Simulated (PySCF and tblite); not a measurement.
The numbers below are computed, except where a source is named.
# C₅H₆OS₃, numbered as in [CH3:1][O:2][CH2:3][c:4]1[cH:5][s:6][c:7](=[S:8])[s:9]1: conformational analysis

The ensemble was built from 200 distance-geometry starts (ETKDG and KDG, MMFF94s, GFN2-xTB) and rests on GFN2-xTB geometries. Free energies are CAM-B3LYP-D3(BJ)/6-31G* single points with GFN2-xTB rigid-rotor and vibrational terms (modes under about 100 cm⁻¹ blended into free rotors). Symmetry numbers and mirror images are counted. Conformers within 2.5 kcal/mol (GFN2-xTB free energy) were kept, 6 at most. GIAO shieldings: CAM-B3LYP/6-31G*. (PySCF 2.14, tblite 0.8.)

Torsions listed: C1–O2–C3–C4, O2–C3–C4–S9. Of a mirror pair one member is shown.

```
conformer       shape   symmetry  E(GFN2) kcal/mol  E(DFT) kcal/mol  G(298.15 K) kcal/mol  weight %  dipole D
        1    70°, 66°  C1 (pair)              0.76             0.00                  0.00      54.4      5.15
        2  75°, -154°  C1 (pair)              0.00             0.35                  0.55      21.4      4.41
        3  180°, 180°         Cs              0.83             0.47                  0.74      15.6      5.79
        4  -177°, 73°  C1 (pair)              1.85             1.39                  1.09       8.6      5.96
```

Weights (%) against temperature:

```
 T (K)     1     2     3     4  S(mix) cal/mol/K
   250  58.3  20.2  15.3   6.2              3.35
298.15  54.4  21.4  15.6   8.6              3.47
   350  51.2  22.2  15.6  11.0              3.57
```

Coordinates of conformer 1 (Å):

```xyz
15

C    -1.992   -0.918    0.592
O    -1.581   -0.866   -0.754
C    -0.889    0.306   -1.097
C     0.473    0.386   -0.463
C     0.843    1.241    0.497
S     2.457    1.128    1.119
C     2.946   -0.230    0.120
S     4.425   -0.906    0.190
S     1.679   -0.779   -0.959
H    -2.542   -1.850    0.704
H    -1.139   -0.916    1.279
H    -2.647   -0.074    0.837
H    -0.787    0.274   -2.185
H    -1.466    1.200   -0.812
H     0.217    2.011    0.911
```

Coordinates of conformer 2 (Å):

```xyz
15

C    -2.189    0.215    0.797
O    -1.821   -0.647   -0.257
C    -0.841   -0.120   -1.105
C     0.537   -0.126   -0.495
C     0.961   -0.973    0.449
S     2.593   -0.820    1.011
C     3.027    0.524   -0.026
S     4.499    1.219   -0.036
S     1.705    1.050   -1.054
H    -2.966   -0.302    1.355
H    -1.344    0.429    1.459
H    -2.586    1.160    0.409
H    -0.842   -0.758   -1.997
H    -1.091    0.906   -1.413
H     0.354   -1.747    0.883
```

The minima are those of GFN2-xTB; planar forms about aryl–S or allylic bonds may be saddles in DFT.

Search and properties took 3.2 min on 1 thread of Intel Xeon Platinum 8259CL @ 2.50GHz, on a host shared with other jobs (rough), launched as `OMP_NUM_THREADS=1 python ens_run.py task.json out`.
